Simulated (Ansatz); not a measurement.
Two isomers of C2H4AlN: A = `N#C[CH2][AlH2]`, B = `C[C]1=[N][AlH]1`.

Isolated molecules relaxed with PBE0-D4/def2-TZVP in Ansatz; ΔE leaves out vibrations. CCSD(T)/CBS adds triple-zeta CCSD(T) − MP2 to the extrapolated MP2 energy (def2 sets, frozen cores). DFT in def2-TZVPP. B3LYP here is the variant with VWN-RPA as its local correlation; programs differ in this.

Q: Which is lower in electronic energy at CCSD(T)/CBS, and by how much? (Best estimate.)

A: The calculation gave: A, by 92.6 kJ/mol.

Q: Give E(B) − E(A) in kJ/mol with B3LYP, MP2/def2-TZVPP, r2SCAN-D4, CCSD(T)/def2-TZVPP, B3LYP-D4, PBE-D4, PBE0-D4. (Best estimate.)

A: Computed: B3LYP 95.2, MP2/def2-TZVPP 104.2, r2SCAN-D4 81.1, CCSD(T)/def2-TZVPP 100.7, B3LYP-D4 95.1, PBE-D4 75.9, PBE0-D4 80.9. None reverses the order clearly.

Q: Does the order hold for the free energy at 298.15 K (harmonic terms from PBE0-D4)? (An estimate is asked.)

A: Ansatz gave: Yes: G(B) − G(A) = +107.9 kJ/mol. Modes under 60 cm⁻¹, often nearly free rotors, make the harmonic entropy too high.

Largest T1 diagnostic: 0.017.

From BLYP to BHLYP (50 % exact exchange), in def2-TZVPP and without D4, E(B) − E(A) moves by +7.0 kJ/mol. Leaving LDA and LC-ωPBE aside and taking each functional with its dispersion term where it has one, the values, not all of them listed here, spread over 24.7 kJ/mol, from PBE-D4 to BHLYP-D4. LDA lies −21.4 kJ/mol from PBE without D4.
